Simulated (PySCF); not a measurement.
C₄H₁₀Si₂.

```xyz
16

C     -1.6660     0.5672     1.8394
C     -1.2571     0.2207     0.6172
C     -1.8210     0.6260    -0.7526
C     -0.7576    -0.0017    -1.7184
Si     0.1417    -0.7538    -0.2007
Si     2.3109     0.0228     0.2597
H     -1.1540     0.2107     2.7390
H     -2.5322     1.2227     1.9974
H     -2.8238     0.1940    -0.9143
H     -1.9204     1.7193    -0.8658
H     -0.1753     0.7498    -2.2719
H     -1.1740    -0.7127    -2.4465
H      0.0857    -2.2440    -0.0709
H      2.6747    -0.2484     1.6835
H      2.3625     1.4980     0.0298
H      3.3298    -0.6287    -0.6191
```
Charge 0, spin multiplicity 1.

The structure is a stationary point at B3LYP-D3(BJ)/def2-SVP. The geometry has at least one imaginary mode, so it is a saddle point at that level. The structure was generated by enumeration; whether it is a known compound was not checked.

Method: B3LYP/pcSseg-1 (PySCF). Non-relativistic, no solvent.

Computed absolute GIAO shielding of each atom: isotropic value and principal components (ppm):
```
atom  σ(iso)    σ11    σ22    σ33   span
----  ------  -----  -----  -----  -----
C1      46.2  -73.7   63.3  149.0  222.7
C2      17.1  -79.9   -7.5  138.5  218.4
C3     137.7  108.2  141.8  163.1   54.9
C4     173.0  161.4  166.6  191.0   29.6
Si5    361.9  297.3  343.5  444.9  147.6
Si6    443.3  431.3  443.0  455.6   24.3
H7      25.8   22.3   25.1   30.0    7.7
H8      25.5   21.9   25.1   29.4    7.5
H9      28.1   23.8   27.7   32.8    9.0
H10     28.1   24.1   27.5   32.7    8.6
H11     30.2   27.4   28.1   35.0    7.7
H12     30.0   26.7   27.5   35.9    9.2
H13     26.0   23.9   24.5   29.6    5.7
H14     27.9   24.9   25.8   32.9    8.0
H15     28.0   25.1   26.5   32.4    7.3
H16     27.9   25.1   25.6   33.1    8.1
```
